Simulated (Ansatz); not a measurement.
Isolated molecules relaxed with PBE0-D4/def2-TZVP in Ansatz; ΔE leaves out vibrations. CCSD(T)/CBS is the MP2 limit (def2-TZVPP, def2-QZVPP) plus CCSD(T) − MP2 in def2-TZVPP, frozen cores. DFT in def2-TZVPP. No spin–orbit coupling; open shells (•) take unrestricted orbitals. For Ge outer-core shells are correlated without core-valence functions, which leaves a few kJ/mol of doubt a bond. Scalar relativity is left out up to krypton. Each species was taken in one conformer, which may not be the lowest.

Reaction (homolysis of the Ge–O bond): `C[O][GeH]([F])[S]C` → `C[S][GeH][F]`• + `C[O]`•

`C[O][GeH]([F])[S]C`:

Cartesian coordinates in Å:
```
C 0.794 -1.450 -1.921
O 0.018 -1.873 -0.815
Ge -0.654 -0.711 0.310
F -1.724 0.357 -0.560
S 0.940 0.563 1.119
C -0.079 1.947 1.714
H 1.607 -0.780 -1.621
H 1.228 -2.342 -2.377
H 0.176 -0.939 -2.666
H -1.527 -1.481 1.301
H -0.706 1.647 2.553
H 0.620 2.711 2.053
H -0.692 2.351 0.910
```

`C[S][GeH][F]`•:

Cartesian coordinates in Å:
```
C -0.131 0.001 -1.369
S -0.448 -1.154 -0.004
Ge -0.226 0.281 1.669
F -0.184 -0.727 3.094
H 0.792 0.562 -1.215
H -0.019 -0.611 -2.264
H -0.967 0.683 -1.513
H 1.183 0.965 1.603
```

`C[O]`•:

Cartesian coordinates in Å:
```
C -0.037 0.018 -0.035
O -0.075 -0.839 1.014
H 1.016 0.358 -0.097
H -0.643 0.923 0.117
H -0.261 -0.460 -1.000
```

```csv
level,ΔE (kcal/mol),difference from CCSD(T)/CBS
r2SCAN-D4,89.2,-12.2
PBE0-D4,90.9,-10.5
PBE,86.6,-14.8
r2SCAN,88.5,-12.9
PBE0,88.8,-12.6
HF/def2-TZVPP,67.6,-33.8
CCSD/def2-TZVPP,96.4,-5.0
MP2/def2-QZVPP,109.6,8.2
SCS-MP2/def2-QZVPP,106.6,5.2
HF/CBS(def2),67.5,-33.9
CCSD(T)/CBS,101.4,0
```

Largest T1 diagnostic among the species: 0.019.

In def2-TZVPP, CCSD(T) changes the Hartree–Fock value by +31.1 kcal/mol (the triples alone add +2.4 kcal/mol) and MP2 by +40.5 kcal/mol; breaking electron pairs costs correlation energy, which Hartree–Fock lacks. The D4 term adds +3.7 kcal/mol with B3LYP and +2.1 kcal/mol with PBE0; it sums over pairs of atoms, weighted by their polarisabilities, and B3LYP, whose exchange is more repulsive, gets the larger term.

B3LYP here is the variant with VWN-RPA as its local correlation; programs differ in this.
